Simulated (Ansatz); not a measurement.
Cost and result for the atomization energy of C2H9GaSi (13 atoms, 11 bonds).

```xyz
13

C    -0.231    1.654   -0.778
Si   -0.295   -0.079   -1.465
Ga    0.252   -2.635    0.658
C     0.435   -1.021    1.914
H    -1.187    2.161   -0.923
H    -0.011    1.634    0.291
H     0.543    2.239   -1.279
H     1.001   -0.793   -1.258
H    -0.593   -0.085   -2.921
H    -1.339   -0.897   -0.778
H     1.249   -0.345    1.630
H     0.663   -1.401    2.918
H    -0.486   -0.432    1.991
```

The species carries charge 0 and has multiplicity 1. Correlated methods include outer-core shells of Ga, which these sets cover unevenly. Scalar relativity is left out up to krypton. The bonds changed during the relaxation, so this is another structure than the one it started from. Geometry: relaxed with PBE0-D4/def2-TZVP. It is one conformer, not always the lowest. Program: Ansatz. All runs use 4 threads of an Arm Neoverse V1 on a shared host. Times are those of one run each, without the atoms' runs, and a repeat can differ threefold. Electronic energies, without spin–orbit coupling; frozen cores. CCSD(T)/CBS adds CCSD(T) − MP2 in def2-TZVPP to the MP2 limit, and its time is that of the two runs behind it. T1 = 0.012. With those shells the extrapolation isn't a true limit. B3LYP takes the VWN-RPA correlation (the form of Gaussian; ORCA's B3LYP/G).

CCSD(T)/CBS is a level of theory with its own doubt, some kJ/mol a heavy atom from the limit and from the frozen cores, so smaller differences don't rank the functionals.

```csv
level,functions,atomization (kcal/mol),difference from CCSD(T)/CBS,per bond
r2SCAN-D4/def2-TZVPP (with forces),278,1004.7,-3.1,-0.3
PBE0-D4/def2-TZVPP,278,1000.6,-7.2,-0.7
CCSD(T)/CBS(def2),–,1007.8,0.0,0.0
ωB97X-V/def2-TZVPP,278,1007.3,-0.5,-0.1
B3LYP-D4/def2-TZVPP (with forces),278,1007.1,-0.7,-0.1
MP2/def2-QZVPP,543,995.3,-12.5,-1.1
B2PLYP/def2-TZVPP,278,993.3,-14.5,-1.3
PBE-D4/def2-TZVPP (with forces),278,1006.7,-1.1,-0.1
CCSD(T)/def2-TZVPP,278,986.3,-21.5,-2.0
ωB97M-V/def2-TZVPP (with forces),278,1006.6,-1.2,-0.1
```

(1) Order the runs by time, with rough figures. (An estimate is asked.)

## Answers

(1) The calculation gave: PBE-D4/def2-TZVPP (with forces) 3.5 s; PBE0-D4/def2-TZVPP 4.4 s; r2SCAN-D4/def2-TZVPP (with forces) 7 s; B3LYP-D4/def2-TZVPP (with forces) 7 s; B2PLYP/def2-TZVPP 8 s; ωB97X-V/def2-TZVPP 12 s; ωB97M-V/def2-TZVPP (with forces) 17 s; MP2/def2-QZVPP 37 s; CCSD(T)/def2-TZVPP 4.7 min; CCSD(T)/CBS(def2) 5.4 min.

From PBE to PBE0 (25 % exact exchange), in def2-TZVPP and without D4, the atomization energy moves by −5.2 kcal/mol: exact exchange takes away binding that semilocal exchange gives to molecules. The D4 term adds +10.8 kcal/mol with B3LYP and +5.7 kcal/mol with PBE0; it sums over pairs of atoms, weighted by their polarisabilities, and B3LYP, whose exchange is more repulsive, gets the larger term. In def2-TZVPP, CCSD(T) changes the Hartree–Fock value by +221.6 kcal/mol (the triples alone add +9.4 kcal/mol) and MP2 by +218.0 kcal/mol; breaking electron pairs costs correlation energy, which Hartree–Fock lacks.
